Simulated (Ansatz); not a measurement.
Cost and result for the atomization energy of CH$_{5}$NSSn, SMILES `N=C[S][SnH3]` (9 atoms, 8 bonds).

Z-matrix (Å, degrees):
```
Sn
S 1 2.415
H 1 1.702 2 108.3
H 1 1.703 2 105.3 3 -119.9
H 1 1.702 2 108.1 3 120.2
C 2 1.774 1 101.5 3 118.5
N 6 1.258 2 125.3 1 -179.5
H 6 1.092 2 115.6 1 0.6
H 7 1.020 6 112.6 2 0.1
```

Total charge 0; spin multiplicity 1. Correlated methods include outer-core shells of Sn, which these sets cover unevenly. Sn takes the def2 core potential. Geometry: relaxed with PBE0-D4/def2-TZVP. It is one conformer, not always the lowest. Program: Ansatz. All runs use 4 threads of an Arm Neoverse V2 on a shared host. Times are those of one run each, without the atoms' runs, and a repeat can differ threefold. Electronic energies, without spin–orbit coupling; frozen cores. CCSD(T)/CBS adds CCSD(T) − MP2 in def2-TZVPP to the MP2 limit, and its time is that of the two runs behind it. T1 = 0.015. With those shells the extrapolation isn't a true limit. B3LYP takes the VWN-RPA correlation (the form of Gaussian; ORCA's B3LYP/G).

CCSD(T)/CBS is a level of theory with its own doubt, some kJ/mol a heavy atom from the limit and from the frozen cores, so smaller differences don't rank the functionals.

```csv
level,functions,atomization (kcal/mol),difference from CCSD(T)/CBS,per bond
B3LYP-D4/def2-TZVPP (with forces),224,666.2,-1.3,-0.2
MP2/def2-QZVPP,416,660.5,-7.0,-0.9
CCSD(T)/CBS(def2),–,667.5,0.0,0.0
B2PLYP/def2-TZVPP,224,655.1,-12.4,-1.6
ωB97M-V/def2-TZVPP (with forces),224,668.0,0.5,0.1
ωB97X-V/def2-TZVPP,224,671.3,3.8,0.5
PBE-D4/def2-TZVPP (with forces),224,683.2,15.7,2.0
r2SCAN-D4/def2-TZVPP (with forces),224,666.0,-1.5,-0.2
PBE0-D4/def2-TZVPP,224,665.5,-2.0,-0.2
CCSD(T)/def2-TZVPP,224,645.5,-22.0,-2.7
```

Task: Order the runs by time, with rough figures. (An estimate is asked.)

Result: Ansatz gave: PBE-D4/def2-TZVPP (with forces) 1.8 s; PBE0-D4/def2-TZVPP 2 s; B3LYP-D4/def2-TZVPP (with forces) 3.2 s; r2SCAN-D4/def2-TZVPP (with forces) 3.9 s; B2PLYP/def2-TZVPP 3.9 s; ωB97X-V/def2-TZVPP 5.5 s; ωB97M-V/def2-TZVPP (with forces) 7.5 s; MP2/def2-QZVPP 12 s; CCSD(T)/def2-TZVPP 90 s; CCSD(T)/CBS(def2) 100 s.

In def2-TZVPP, CCSD(T) changes the Hartree–Fock value by +205.5 kcal/mol (the triples alone add +14.5 kcal/mol) and MP2 by +207.4 kcal/mol; breaking electron pairs costs correlation energy, which Hartree–Fock lacks. The D4 term adds +8.0 kcal/mol with B3LYP and +4.2 kcal/mol with PBE0; it sums over pairs of atoms, weighted by their polarisabilities, and B3LYP, whose exchange is more repulsive, gets the larger term. From PBE to PBE0 (25 % exact exchange), in def2-TZVPP and without D4, the atomization energy moves by −17.0 kcal/mol: exact exchange takes away binding that semilocal exchange gives to molecules.

Spin–orbit coupling would lower the free Sn atoms strongly, and the atomization energy with them, by more than many differences here. For some Ge, Se and Sn compounds the MP2-based and the directly extrapolated limit differ by 10 to 25 kJ/mol.
